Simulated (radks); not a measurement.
The numbers below are computed, except where a source is named.
Removal energies from the potassium ion K2+, [Ne] 3s2 3p5, by Delta-SCF beside the eigenvalue of the level emptied. Code: a radial shooting solver on a logarithmic mesh with Libxc functionals. Model: scalar-relativistic Kohn-Sham, BLYP, spin-polarised, spherical densities, finite nucleus; Fermi nuclear charge, rms radius of each element as measured or else 0.836 A^(1/3) + 0.57 fm. Open shells are filled with parallel spins first.

\begin{tabular}{lrrr}
removed from & final configuration & Delta-SCF (eV) & -eigenvalue (eV) \\ \hline
3p & [Ne] 3s2 3p4 & 45.662 & 38.414 \\
3s & [Ne] 3s1 3p5 & 63.141 & 55.429 \\
2p & [He] 2s2 2p5 3s2 3p5 & 326.33 & 303.48 \\
2s & [He] 2s1 2p6 3s2 3p5 & 396.86 & 376.54 \\
\end{tabular}
